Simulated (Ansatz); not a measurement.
Computed with Ansatz on PBE0-D4/def2-TZVP structures; ΔE is electronic, products minus reactants. CCSD(T)/CBS adds triple-zeta CCSD(T) − MP2 to the extrapolated MP2 energy (def2 sets, frozen cores). This one scheme is used for every species. DFT in def2-TZVPP. For Ga outer-core shells are correlated without core-valence functions, which leaves a few kJ/mol of doubt a bond. Scalar relativity is left out up to krypton. Each species was taken in one conformer, which may not be the lowest.

`[OH][Ga]([SH])[SiH2]F` + `O[Si](O)(F)Cl` → `[OH][Ga]([SH])[Cl]` + `O[Si](O)(F)[SiH2]F`  (redistribution)

`[OH][Ga]([SH])[SiH2]F`:

Cartesian coordinates in Å:
```
O -1.270 1.391 0.973
Ga 0.039 0.540 0.108
S 1.841 1.695 -0.461
Si -0.163 -1.807 -0.384
F -1.696 -2.268 -0.284
H -1.117 2.325 1.131
H 1.423 2.843 0.097
H 0.315 -2.102 -1.759
H 0.627 -2.617 0.580
```

`O[Si](O)(F)Cl`:

```xyz
7

O    -0.460   -1.132    0.594
Si    0.271    0.146   -0.081
O    -0.843    1.053   -0.813
F     1.036    0.962    1.041
Cl    1.670   -0.372   -1.448
H     0.052   -1.723    1.148
H    -1.726    1.066   -0.442
```

`[OH][Ga]([SH])[Cl]`:

```xyz
6

O    -1.285   -0.066   -1.325
Ga   -0.063    0.059   -0.050
S     0.999   -1.722    0.602
Cl    0.328    1.978    0.811
H    -1.696    0.776   -1.539
H     1.717   -1.026    1.501
```

`O[Si](O)(F)[SiH2]F`:

Cartesian coordinates in Å:
```
O -0.866 1.152 1.307
Si -0.720 0.137 0.035
O -1.444 -1.265 0.418
F -1.434 0.836 -1.215
Si 1.484 -0.389 -0.556
F 2.266 0.989 -0.831
H -0.760 2.093 1.156
H -2.259 -1.249 0.925
H 1.554 -1.212 -1.789
H 2.179 -1.093 0.550
```

Problem. Is it downhill or uphill in electronic energy at CCSD(T)/CBS, and by how much? (Estimate.)

Solution. Ansatz gave: Uphill: ΔE = +3.2 kcal/mol.

Problem. What do these levels give: ωB97X-V, PBE0, HF/def2-TZVPP, MP2/def2-TZVPP, SCS-MP2/def2-TZVPP, HF/CBS(def2)? (An estimate is asked.)

Solution. Ansatz gave: ωB97X-V 1.8, PBE0 2.6, HF/def2-TZVPP 0.4, MP2/def2-TZVPP 2.8, SCS-MP2/def2-TZVPP 2.1, HF/CBS(def2) 0.7 kcal/mol.

Largest T1 diagnostic among the species: 0.014.

In def2-TZVPP, CCSD(T) changes the Hartree–Fock value by +2.0 kcal/mol (the triples alone add +0.1 kcal/mol) and MP2 by +2.4 kcal/mol.
